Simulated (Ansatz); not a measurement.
The same path of C2H7BGeO (12 atoms, charge 0, multiplicity 1) was run twice with different band settings. Lost on the way: C3–H10. Made: B1–C3, O4–H10.

Level of theory: RKS PBE/def2-SVP (Ansatz 0.2.0).

Relaxed end points:

```xyz
12
Properties=species:S:1:pos:R:3
B -1.430 0.679 -0.372
C -0.367 0.281 0.638
C 1.107 0.738 0.567
O 1.807 -0.317 -0.146
Ge 0.309 -1.305 -0.483
H -2.560 0.227 -0.280
H -1.136 1.358 -1.343
H -0.682 -0.154 1.607
H 1.214 1.697 0.013
H 1.552 0.870 1.578
H 0.273 -2.676 0.247
H -0.010 -1.455 -1.994
```

```xyz
12
Properties=species:S:1:pos:R:3
B -1.103 0.994 -0.427
C -0.784 -0.217 0.642
C 0.220 0.917 0.421
O 1.399 0.237 -0.349
Ge 0.317 -1.478 -0.273
H -1.942 1.816 -0.090
H -1.009 0.723 -1.624
H -1.265 -0.429 1.610
H 0.635 1.555 1.219
H 2.170 0.164 0.252
H 1.337 -2.458 0.407
H 0.102 -1.880 -1.754
```

Common settings: movable images 9; climbing image yes; spring 5.0 eV/Å²; optimiser quadratic models (default); force threshold 0.05 eV/Å; end points relaxed.

| run | start path | iteration limit |
| --- | --- | --- |
| 1 | through a guess of the saddle point | 46 |
| 2 | straight line | 60 |

Problem. What does each run give, and how far can it be trusted?

Solution. Run 1: converged after 16 iterations, highest image 3.156 eV above the first end. Neighbouring images differ by up to 1.6 eV, so the band resolves the path poorly. A vibrational analysis at the climbing image gives one clearly imaginary mode, 1197i cm⁻¹: a first-order saddle point.
Run 2: converged after 21 iterations, highest image 3.203 eV above the first end. Neighbouring images differ by up to 1.6 eV, so the band resolves the path poorly. The order of the stationary point at the top wasn't checked.
The orbitals stay closed-shell, which can raise the energy where a bond breaks towards radicals; this wasn't checked here.
